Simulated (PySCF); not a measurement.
## The first ionisation energy along the 3d series

All values are computed (PySCF 2.14, energy differences of UHF-based or UKS calculations, no spin-orbit coupling). Values in eV. The last column holds reference values (NIST; (s) semi-empirical, (t) theoretical, else measured). Unmarked ones compare directly (S terms, centres of terms, or small fine structure); those marked * lie between the lowest fine-structure levels and include a spin-orbit shift.

| element | configurations | UHF | LDA | PBE | PBE0 | MP2 (valence and next inner shell) | SCS-MP2 (valence and next inner shell) | reference |
| --- | --- | --- | --- | --- | --- | --- | --- | --- |
| Sc (aug-cc-pwCVTZ-DK, spin-free X2C) | [Ar] 3d1 4s2 → [Ar] 3d1 4s1 | 5.388 | 6.681 | 6.528 | 6.374 | 6.364 | 6.443 | 6.562 |
| Ti (aug-cc-pwCVTZ-DK, spin-free X2C) | [Ar] 3d2 4s2 → [Ar] 3d2 4s1 | 5.557 | 6.923 | 6.686 | 6.567 | 6.596 | 6.692 | 6.828 |
| V (aug-cc-pwCVTZ-DK, spin-free X2C) | [Ar] 3d3 4s2 → [Ar] 3d4 | 6.174 | 6.468 | 6.385 | 6.346 | 6.345 | 6.816 | 6.732 |
| Mn (aug-cc-pwCVTZ-DK, spin-free X2C) | [Ar] 3d5 4s2 → [Ar] 3d5 4s1 | 6.022 | 7.570 | 7.240 | 7.096 | 7.165 | 7.291 | 7.434 |
| Fe (aug-cc-pwCVTZ-DK, spin-free X2C) | [Ar] 3d6 4s2 → [Ar] 3d6 4s1 | 6.430 | 8.134 | 7.827 | 7.631 | 7.652 | 7.754 | 7.904 |
| Co (aug-cc-pwCVTZ-DK, spin-free X2C) | [Ar] 3d7 4s2 → [Ar] 3d8 | 8.299 | 7.889 | 7.777 | 7.868 | 7.047 | 7.172 | 7.869 |
| Cu (aug-cc-pwCVTZ-DK, spin-free X2C) | [Ar] 3d10 4s1 → [Ar] 3d10 | 6.583 | 8.631 | 8.381 | 7.969 | 7.750 | 7.546 | 7.726 |
| Zn (aug-cc-pwCVTZ-DK, spin-free X2C) | [Ar] 3d10 4s2 → [Ar] 3d10 4s1 | 7.778 | 9.911 | 9.598 | 9.275 | 9.248 | 9.232 | 9.394 |

**Question.** Which of these methods has the smallest mean absolute error against the measured values here?

**Answer.** SCS-MP2 (valence and next inner shell), with 0.209 eV.

```csv
method,elements,mean error (eV),mean absolute error (eV),largest error (eV)
UHF,8,-1.027,1.135,-1.616
LDA,8,0.220,0.286,0.905
PBE,8,-0.004,0.218,0.654
PBE0,8,-0.166,0.226,-0.386
MP2 (valence and next inner shell),8,-0.285,0.291,-0.822
SCS-MP2 (valence and next inner shell),8,-0.188,0.209,-0.697
```

Errors include the incompleteness of the basis and the frozen core.

"Valence" correlates the outer s and p shells and, in groups 3 to 12 and the f block, the outer d or f shell, open or full, or the next shell where the ion has no valence electron left; the wider scheme adds the next inner shell.
